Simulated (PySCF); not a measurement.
(Z)-1,3,3-trifluoroprop-1-ene (C3H3F3), SMILES F/C=C\C(F)F. Heavy atoms are numbered as in [F:1]/[CH:2]=[CH:3]\[CH:4]([F:5])[F:6]. Hydrogens are named by the atom that carries them.

Coordinates come from a PBE0-D3(BJ)/def2-SVP optimisation. Other conformers were not sampled.

Level of theory: PBE/pcSseg-1 in PySCF.

GIAO shieldings, no solvent; atoms alike by connectivity are averaged. δ = σ(ref) − σ: ¹⁹F against CFCl3 (σ = 133.6 ppm); ¹³C against TMS (σ = 182.0 ppm); ¹H against TMS (σ = 31.49 ppm), references at their B3LYP-D3(BJ)/def2-TZVP geometries, non-relativistic.

```tsv
nucleus	atoms	count	δ (ppm)
¹⁹F	F1	1	-132.4
¹⁹F	F5	2	-150.5
¹³C	C2 (CH)	1	162.2
¹³C	C4 (CH)	1	117.8
¹³C	C3 (CH)	1	114.8
¹H	H on C4	1	7.12
¹H	H on C2	1	7.04
¹H	H on C3	1	5.37
```
